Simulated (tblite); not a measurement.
Start geometry of `ClC[Si@H]([SiH2]CO[SiH3])Cl` from a force field or distance geometry (Å):
```
atom  x, y, z in Å
Si1   -3.618   -0.479   -0.210
O2    -2.136    0.129    0.408
C3    -1.275    0.264   -0.687
Si4    0.352    0.916   -0.133
Si5    1.901   -0.645   -0.400
Cl6    1.696   -2.066    1.116
C7     3.636    0.070   -0.370
Cl8    3.470    1.836   -0.496
H9    -3.320   -1.592   -1.105
H10   -4.244    0.627   -0.993
H11   -4.555   -0.874    0.848
H12   -1.769    0.964   -1.397
H13   -1.169   -0.745   -1.093
H14    0.724    2.045   -1.003
H15    0.303    1.401    1.258
H16    1.692   -1.336   -1.655
H17    4.085   -0.224    0.607
H18    4.218   -0.284   -1.238
```

**Question.** What comes out of this run: tblite, GFN2-xTB geometry optimisation, gas phase?

**Answer.** 
```
atom  x, y, z in Å
Si1   -2.8400   -1.2333   -0.3116
O2    -1.5038   -0.3347   -0.5426
C3    -1.4340    1.0174   -0.9639
Si4    0.3644    1.5612   -0.5834
Si5    1.3048   -0.4964   -0.0473
Cl6    0.8137   -1.1854    1.7941
C7     3.2195   -0.2964    0.0422
Cl8    3.8111    0.3654   -1.5037
H9    -3.6160   -1.3331   -1.5518
H10   -3.6885   -0.6206    0.7143
H11   -2.2088   -2.4773    0.0902
H12   -2.1830    1.6099   -0.4336
H13   -1.6818    1.0699   -2.0277
H14    0.9209    2.2552   -1.7497
H15    0.3401    2.5528    0.5048
H16    1.0918   -1.6045   -0.9832
H17    3.5421    0.3961    0.8171
H18    3.7389   -1.2398    0.1943
```

The energy falls by 1.038 eV over 237 L-BFGS steps, the largest force on an atom goes from 2.46 to 0.008 eV/Å, and the atoms move by 1.420 Å rms after alignment. The bond that changes most is Si4–Si5 (SiH2 silicon to chlorine-bound silicon), which lengthens by 0.110 Å. Bonds longer at the end by more than 0.005 Å: 6 of 17; shorter: 8. Among the angles that change most is Si1–O2–C3, from 106.5° to 127.5°. Among the dihedrals that turn most is H13–C3–Si4–Si5, from -3° to -109°. Rotational constants go from 1307, 386.5, 313.1 to 1235, 457.7, 379.4 MHz. The orientation of the end geometry is arbitrary; only internal coordinates are fixed.

Time: 3.3 s. Hardware: one thread of an Arm Neoverse V1, shared host.

GFN2-xTB frequencies show an imaginary mode (28i cm⁻¹), so the point is no minimum at that level.

The numbers are calculated, not measured.
